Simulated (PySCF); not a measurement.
Isomers of C5H12NOP.

All values: PBE0/pcSseg-1 (PySCF) at GFN2-xTB geometries, gas phase, one conformer each.

Problem. Rank by HOMO energy, lowest first.
A. `[CH3:1][O:2]/[CH:3]=[P:4]\[CH2:5][N:6]([CH3:7])[CH3:8]` with C1–O2–C3–P4 178°, C3–P4–C5–N6 176°, P4–C5–N6–C7 164°
B. `[CH3:1][CH2:2][P:3]([NH:4][CH3:5])[C:6]([CH3:7])=[O:8]` with C1–C2–P3–N4 174°, C2–P3–N4–C5 159°, C2–P3–C6–C7 -98°
C. `[CH3:1][NH:2][P:3]1[CH2:4][CH2:5][O:6][CH2:7][CH2:8]1` with C1–N2–P3–C4 82°, N2–P3–C4–C5 151°, P3–C4–C5–O6 -65°, C4–C5–O6–C7 66°, C5–O6–C7–C8 -66°
D. `[CH3:1][P:2]1(=[NH:3])[CH2:4][CH2:5][O:6][CH2:7][CH2:8]1` with C1–P2–C4–C5 162°, P2–C4–C5–O6 -64°, C4–C5–O6–C7 69°, C5–O6–C7–C8 -69°

Solution. B (-6.50 eV), D (-6.24 eV), A (-5.99 eV), C (-5.82 eV).

Problem. Rank by the highest Hirshfeld charge on any atom, lowest value first.
A. `[CH3:1][CH2:2][P:3]([NH:4][CH3:5])[C:6]([CH3:7])=[O:8]` with C1–C2–P3–N4 174°, C2–P3–N4–C5 159°, C2–P3–C6–C7 -98°
B. `[CH3:1][P:2]1(=[NH:3])[CH2:4][CH2:5][O:6][CH2:7][CH2:8]1` with C1–P2–C4–C5 162°, P2–C4–C5–O6 -64°, C4–C5–O6–C7 69°, C5–O6–C7–C8 -69°
C. `[CH3:1][O:2]/[CH:3]=[P:4]\[CH2:5][N:6]([CH3:7])[CH3:8]` with C1–O2–C3–P4 178°, C3–P4–C5–N6 176°, P4–C5–N6–C7 164°

Solution. C (+0.058 e), A (+0.169 e), B (+0.398 e).

Problem. Rank by LUMO energy, highest first.
A. `[CH3:1][P:2]1(=[NH:3])[CH2:4][CH2:5][O:6][CH2:7][CH2:8]1` with C1–P2–C4–C5 162°, P2–C4–C5–O6 -64°, C4–C5–O6–C7 69°, C5–O6–C7–C8 -69°
B. `[CH3:1][NH:2][P:3]1[CH2:4][CH2:5][O:6][CH2:7][CH2:8]1` with C1–N2–P3–C4 82°, N2–P3–C4–C5 151°, P3–C4–C5–O6 -65°, C4–C5–O6–C7 66°, C5–O6–C7–C8 -66°
C. `[CH3:1][O:2]/[CH:3]=[P:4]\[CH2:5][N:6]([CH3:7])[CH3:8]` with C1–O2–C3–P4 178°, C3–P4–C5–N6 176°, P4–C5–N6–C7 164°

Solution. A (0.94 eV), B (0.68 eV), C (-0.86 eV).

All values together:

```csv
SMILES,μ (D),HOMO (eV),LUMO (eV),lowest IAO charge (e),highest IAO charge (e),lowest Hirshfeld charge (e),highest Hirshfeld charge (e)
CNP1CCOCC1,1.59,-5.82,0.68,-0.614 (N),+0.584 (P),-0.204 (N),+0.166 (P)
CCP(NC)C(C)=O,1.38,-6.50,-0.93,-0.605 (N),+0.544 (P),-0.221 (O),+0.169 (P)
CP1(=N)CCOCC1,2.09,-6.24,0.94,-1.003 (N),+1.351 (P),-0.423 (N),+0.398 (P)
CO/C=P\CN(C)C,2.95,-5.99,-0.86,-0.320 (C),+0.265 (P),-0.104 (N),+0.058 (H)
```

Conformers: `[CH3:1][NH:2][P:3]1[CH2:4][CH2:5][O:6][CH2:7][CH2:8]1` with C1–N2–P3–C4 82°, N2–P3–C4–C5 151°, P3–C4–C5–O6 -65°, C4–C5–O6–C7 66°, C5–O6–C7–C8 -66°; `[CH3:1][CH2:2][P:3]([NH:4][CH3:5])[C:6]([CH3:7])=[O:8]` with C1–C2–P3–N4 174°, C2–P3–N4–C5 159°, C2–P3–C6–C7 -98°; `[CH3:1][P:2]1(=[NH:3])[CH2:4][CH2:5][O:6][CH2:7][CH2:8]1` with C1–P2–C4–C5 162°, P2–C4–C5–O6 -64°, C4–C5–O6–C7 69°, C5–O6–C7–C8 -69°; `[CH3:1][O:2]/[CH:3]=[P:4]\[CH2:5][N:6]([CH3:7])[CH3:8]` with C1–O2–C3–P4 178°, C3–P4–C5–N6 176°, P4–C5–N6–C7 164°.
